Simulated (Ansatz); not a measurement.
Reactions of Ge2H6Te (`[GeH3][Te][GeH3]`).

Computed with Ansatz on PBE0-D4/def2-TZVP structures; ΔE is electronic, products minus reactants. CBS: MP2 limit from def2 TZ/QZ plus the TZ coupled-cluster correction, frozen cores. This one scheme is used for every species. Double bonds are as drawn, so ΔE can hold a change between cis and trans. Elements past krypton have def2 core potentials. For Ge, I, Te outer-core shells are correlated without core-valence functions, which leaves a few kJ/mol of doubt a bond. Scalar relativity is left out up to krypton. One conformer a species, not always the lowest.

Order these by ΔE at CCSD(T)/CBS, lowest first. (An estimate is asked.)
A. `[GeH3][Te][GeH3]` + H₂O → `[OH][GeH3]` + `[GeH3][TeH]`
B. `[GeH3][Te][GeH3]` + HI → `[GeH3][I]` + `[GeH3][TeH]`
C. `[GeH3][Te][GeH3]` + `C/C=N/C` → `C[Te][GeH3]` + `C/N=[CH]\[GeH3]`
D. `[GeH3][Te][GeH3]` + `OC[TeH]` → `OC[Te][GeH3]` + `[GeH3][TeH]`
E. `[GeH3][Te][GeH3]` + `O[SiH](F)S` → `O[SiH](F)[S][GeH3]` + `[GeH3][TeH]`
F. `[GeH3][Te][GeH3]` + `C[SiH2][SiH2]S` → `C[Te][GeH3]` + `S[SiH2][SiH2][GeH3]`

B (-11.0 kJ/mol), D (+6.6 kJ/mol), E (+21.4 kJ/mol), A (+56.8 kJ/mol), F (+78.3 kJ/mol), C (+110.0 kJ/mol).

Largest T1 diagnostic: 0.012, for `C/N=[CH]\[GeH3]`.
